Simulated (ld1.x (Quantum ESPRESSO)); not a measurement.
Which change was made? (Pt, TM)

- Element: platinum (Pt)
- Generator: ld1.x (Quantum ESPRESSO) 7.5
- Type: norm-conserving Troullier–Martins (Kleinman–Bylander form)
- Functional: PBE
- Relativity: scalar-relativistic
- Frozen core: [Kr] 4d10 4f14
- Valence charge: 18
- Reference configuration: 5s2 5p6 5d9 6s0.5 6p0.5
- Partial waves: 5p (bound): rc 1.15 bohr; 5d (bound): rc 1.95 bohr; 5s (bound): rc 1.55 bohr
- Local potential: the s channel
- Core correction: none

Occupied shells without a wave of their own: 6p, 6s. They enter only through the test configuration that unscreens the potential.

Cutoffs, loose and tight: the cutoffs (Ry, on a coarse ladder) from which the occupation-weighted sum of valence levels, in a spherical-Bessel basis at the reference potential, stays within 10 and 1 mRy of its value at 400 Ry. They do not see the model core or the augmentation charge, which bear on the density cutoff. Test errors are all-electron minus pseudo excitation energies from the reference, over the configurations 5s2 5p6 5d9 6s1 6p0; 5s2 5p6 5d9 6s0 6p0; 5s2 5p6 5d8 6s0 6p0; 5s2 5p6 5d8 6s1 6p1; 5s2 5p6 5d8 6s1 6p0; 5s2 5p6 5d7 6s0 6p0; 5s2 5p5 5d9 6s1 6p0; variants that change the core or the reference have their own tests.

The base gives: outcome: generated, misses its reference levels by 3.04 eV; cutoff, loose: 140 Ry; cutoff, tight: 200 Ry; bound ghosts: none; largest test error (meV): -3295.

(1) After one change the result is: outcome: generated; cutoff, loose: 160 Ry; cutoff, tight: 260 Ry; bound ghosts: none; largest test error (meV): -178. Which change was it?
A. wave 5s (bound): rc 1.55 bohr becomes 5s (bound): rc 1.02 bohr
B. wave 5s (bound): rc 1.55 bohr becomes 5s (bound): rc 1.22 bohr
C. wave 5s (bound): rc 1.55 bohr becomes 5s (bound): rc 1.38 bohr
D. wave 5s (bound): rc 1.55 bohr becomes 5s (bound): rc 2.00 bohr
E. wave 5s (bound): rc 1.55 bohr becomes 5s (bound): rc 1.62 bohr

Answers

(1) A. The others give: wave 5s (bound): rc 1.55 bohr becomes 5s (bound): rc 1.62 bohr → outcome: generated, misses its reference levels by 4.17 eV; bound ghosts: none; largest test error (meV): -4530 | wave 5s (bound): rc 1.55 bohr becomes 5s (bound): rc 2.00 bohr → outcome: failed: the pseudo-atom did not reach self-consistency | wave 5s (bound): rc 1.55 bohr becomes 5s (bound): rc 1.38 bohr → outcome: generated, misses its reference levels by 1.21 eV; cutoff, loose: 140 Ry; cutoff, tight: 200 Ry; bound ghosts: none; largest test error (meV): -1360 | wave 5s (bound): rc 1.55 bohr becomes 5s (bound): rc 1.22 bohr → outcome: generated, misses its reference levels by 0.43 eV; cutoff, loose: 140 Ry; cutoff, tight: 230 Ry; bound ghosts: none; largest test error (meV): -525.
